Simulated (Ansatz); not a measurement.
`[SiH3][NH][SbH2]` + `C#CO` → `C#C[O][SbH2]` + `N[SiH3]` at 400 K and 1 bar (ligand exchange at the Sb–N bond).

Gas-phase electronic energies from Ansatz, PBE0-D4/def2-TZVP geometries. CCSD(T)/CBS is the MP2 limit (def2-TZVPP, def2-QZVPP) plus CCSD(T) − MP2 in def2-TZVPP, frozen cores. This one scheme is used for every species. def2 core potentials past Kr. For Sb outer-core shells are correlated without core-valence functions, which leaves a few kJ/mol of doubt a bond. One conformer a species, not always the lowest.

```json
{"species": "`[SiH3][NH][SbH2]`", "CCSD(T)/CBS energy (Eh)": "-587.40566", "H − E (kJ/mol)": "172.3", "S (J/(mol·K))": "372.1"}
{"species": "`C#CO`", "CCSD(T)/CBS energy (Eh)": "-152.38380", "H − E (kJ/mol)": "102.4", "S (J/(mol·K))": "264.4"}
{"species": "`C#C[O][SbH2]`", "CCSD(T)/CBS energy (Eh)": "-392.99526", "H − E (kJ/mol)": "121.5", "S (J/(mol·K))": "350.8"}
{"species": "`N[SiH3]`", "CCSD(T)/CBS energy (Eh)": "-346.80422", "H − E (kJ/mol)": "153.0", "S (J/(mol·K))": "285.3"}
```

H − E and S are ideal-gas, rigid-rotor, harmonic terms from PBE0-D4/def2-TZVP, for one conformer and one mirror image of each species. 1 Eh = 2625.50 kJ/mol, R = 8.31446 J/(mol·K).

By hand: ΔE, ΔH, ΔS and ΔG.

ΔE = (-392.99526) + (-346.80422) − (-587.40566) − (-152.38380) = -0.01002 Eh = -26.3 kJ/mol. Δ(H − E) = 121.5 + 153.0 − 172.3 − 102.4 = -0.2, so ΔH = -26.5 kJ/mol. ΔS = 350.8 + 285.3 − 372.1 − 264.4 = -0.4 J/(mol·K). ΔG = -26.5 − 400 × (-0.4)/1000 = -26.3 kJ/mol.

By hand: the equilibrium constant, and the temperature at which ΔG would vanish if ΔH and ΔS stayed fixed.

log₁₀ K = −ΔG/(RT ln 10) = 3.4. ΔG = 0 at ΔH/ΔS = 66250 K, far beyond where these terms or the molecules hold.

The number of gas molecules stays the same, so ΔS is small and ΔH decides. A doubt of 5 kJ/mol in ΔE shifts log₁₀ K by 0.7 here. Other conformers and mirror images would add mixing entropy, several J/(mol·K) or more a flexible species. These are equilibria of isolated gas molecules and say nothing of rates. Largest T1 diagnostic: 0.015 (customary marks: 0.02 for closed shells, 0.045 for open ones).
